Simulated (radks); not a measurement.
Spin polarisation of the 3d2 shell in Ti. Start: [Ar] 3d(up 1, down 1) 4s2; electrons of 3d are moved from spin down to spin up, other shells keep equal spins. Calculated with a radial shooting solver on a logarithmic mesh with Libxc functionals: scalar-relativistic Kohn-Sham, BLYP, spin-polarised, spherical densities, finite nucleus; Fermi nuclear charge, rms radius of each element as measured or else 0.836 A^(1/3) + 0.57 fm.

| moment (Bohr magnetons) | E - E(0) (eV) | e(3d up) (eV) | e(3d down) (eV) | 4s down minus up (eV) |
|---|---|---|---|---|
| 0 | 0.000 | -4.136 | -4.136 | 0.000 |
| 0.5 | -0.044 | -4.301 | -3.950 | 0.100 |
| 1 | -0.175 | -4.441 | -3.742 | 0.200 |
| 1.5 | -0.393 | -4.554 | -3.515 | 0.299 |
| 2 | -0.694 | -4.638 | -3.269 | 0.395 |

At moment 2 the spin-polarisation energy is -0.694 eV and the 3d exchange splitting 1.369 eV, that is 0.685 eV per Bohr magneton; E = -I m^2/4 would give I = 0.694 eV.
